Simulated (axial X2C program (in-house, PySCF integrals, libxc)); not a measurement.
**Ω levels of OSmS⁺ from open-shell CI on f(δφ)3 f(π)0**

Calculated with an axial X2C code built on PySCF integrals: two-component X2C with atomic mean-field Coulomb and Gaunt terms, basis O dyall-v3z, Sm dyall-v3z, S dyall-v3z (cores contracted in-house). Orbitals come from Hartree–Fock averaged over the configuration Sm f(δφ)3 f(π)0; CI then distributes these electrons over the f(δφ), f(π) shells of Sm.

O–Sm–S held linear, bonds 1.709 and 2.150 Å (the second held) (near the minimum of the configuration average).

Lowest levels of this model:

```json
{"Ω": "5/2", "energy (cm⁻¹)": "0", "g∥": "4.47", "configuration": "100% f(δφ)3"}
{"Ω": "3/2", "energy (cm⁻¹)": "1080", "g∥": "1.20", "configuration": "100% f(δφ)3"}
{"Ω": "7/2", "energy (cm⁻¹)": "2994", "g∥": "8.19", "configuration": "100% f(δφ)3"}
{"Ω": "1/2", "energy (cm⁻¹)": "7579", "g∥": "1.47", "configuration": "100% f(δφ)3"}
{"Ω": "9/2", "energy (cm⁻¹)": "7580", "g∥": "11.58", "configuration": "100% f(δφ)3"}
{"Ω": "15/2", "energy (cm⁻¹)": "8790", "g∥": "15.65", "configuration": "100% f(δφ)3"}
{"Ω": "3/2", "energy (cm⁻¹)": "10201", "g∥": "1.82", "configuration": "100% f(δφ)3"}
{"Ω": "5/2", "energy (cm⁻¹)": "10858", "g∥": "5.57", "configuration": "100% f(δφ)3"}
{"Ω": "7/2", "energy (cm⁻¹)": "13042", "g∥": "9.20", "configuration": "100% f(δφ)3"}
{"Ω": "13/2", "energy (cm⁻¹)": "13629", "g∥": "12.35", "configuration": "100% f(δφ)3"}
{"Ω": "5/2", "energy (cm⁻¹)": "16987", "g∥": "5.39", "configuration": "100% f(δφ)3"}
{"Ω": "3/2", "energy (cm⁻¹)": "19381", "g∥": "3.01", "configuration": "100% f(δφ)3"}
{"Ω": "5/2", "energy (cm⁻¹)": "19620", "g∥": "4.68", "configuration": "100% f(δφ)3"}
{"Ω": "3/2", "energy (cm⁻¹)": "21495", "g∥": "2.67", "configuration": "100% f(δφ)3"}
{"Ω": "7/2", "energy (cm⁻¹)": "22040", "g∥": "7.90", "configuration": "100% f(δφ)3"}
{"Ω": "15/2", "energy (cm⁻¹)": "22298", "g∥": "15.12", "configuration": "100% f(δφ)3"}
{"Ω": "17/2", "energy (cm⁻¹)": "23321", "g∥": "18.00", "configuration": "100% f(δφ)3"}
{"Ω": "5/2", "energy (cm⁻¹)": "26704", "g∥": "5.65", "configuration": "100% f(δφ)3"}
{"Ω": "7/2", "energy (cm⁻¹)": "26990", "g∥": "8.00", "configuration": "100% f(δφ)3"}
{"Ω": "9/2", "energy (cm⁻¹)": "28000", "g∥": "9.73", "configuration": "100% f(δφ)3"}
```

g∥ is the magnitude of 2⟨Lz + ge Sz⟩ for the +Ω component.

Q: From Ω and g∥ of the lowest level, whose 2⟨Lz + ge Sz⟩ is positive, find ⟨Sz⟩ and ⟨Lz⟩ (ge = 2.0023).

A: Ω = ⟨Lz⟩ + ⟨Sz⟩ = 5/2 and ⟨Lz⟩ + ge⟨Sz⟩ = 2.235, so ⟨Sz⟩ = -0.26 and ⟨Lz⟩ = 2.76.

Occupations of the active spinors in the lowest level by ω, shell by shell in order of energy: -7/2: 0.03; -5/2: 0.40 0.00; -3/2: 0.57 0.00; -1/2: 0.00; 1/2: 0.00; 3/2: 0.82 0.00; 5/2: 0.56 0.35; 7/2: 0.27. The leading determinant has weight 0.39 among 21.

This point took 2.6 s on 1 thread of Arm Neoverse V2, on a shared host.

Dynamic correlation is missing, so gaps between terms are too wide and other configurations may lie lower; the lowest level listed is that of this model, not necessarily the ground state. At most 6 roots were kept for each Ω > 0 (twice that for Ω = 0) within 3.5 eV of the lowest, so higher up levels can be missing between those listed; levels with Ω > 0 are doubly degenerate and listed once, Ω = 0 levels singly. States that fill the shells left empty in the average are placed too high. The molecule was held linear; bending was not examined.
